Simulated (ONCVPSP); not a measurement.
## Plane-wave convergence, ONCV potential for aluminium (Al)

ONCVPSP 4.0.1 input, shortened (lines: element, Z, core and valence counts, functional; n l f; lmax; l rc ep ncon nbas qcut; lloc lpopt rc5 dvloc0; l nproj debl; icmod fcfact rcfact), PBE, non-relativistic:

```
  Al 13.00    3    2        4      upf
    1    0    2.00
    2    0    2.00
    2    1    6.00
    3    0    2.00
    3    1    1.00
    2
    0    2.10    0.00    3    7    2.40
    1    2.50    0.00    3    6    2.80
    2    1.95    0.23    4    9    4.60
    4    5    1.65    0.00
    0    2    2.70
    1    1    1.40
    2    2    1.50
    0    0.00    0.00
```

For each optimised wave give the share of its norm inside rc, the residual kinetic energy above qcut (Ha) and the cutoffs (Ha) for errors of 10, 1, 0.1 and 0.01 mHa per electron.

```tsv
wave	norm inside rc	residual KE	10 mHa	1 mHa	0.1 mHa	0.01 mHa
3s	0.369	5.4e-03	2.2	13.3	31.7	64.9
s projector 2	0.148	1.3e-01	10.4	35.8	44.6	76.5
3p	0.298	2.6e-05	1.3	2.0	2.8	10.0
d projector 1	0.117	2.4e-04	4.3	8.3	17.2	73.1
d projector 2	0.357	1.3e-02	11.0	21.4	57.4	92.7
```

The occupied waves need 13 Ha and 32 Ha for 1 and 0.1 mHa. The cutoffs count occupied waves only; projector 2 of the s channel, the hardest unoccupied one, needs 36 Ha at the loose tolerance. Note: no bound ghost flagged; GHOST(+) flagged for s at 115.9 eV.
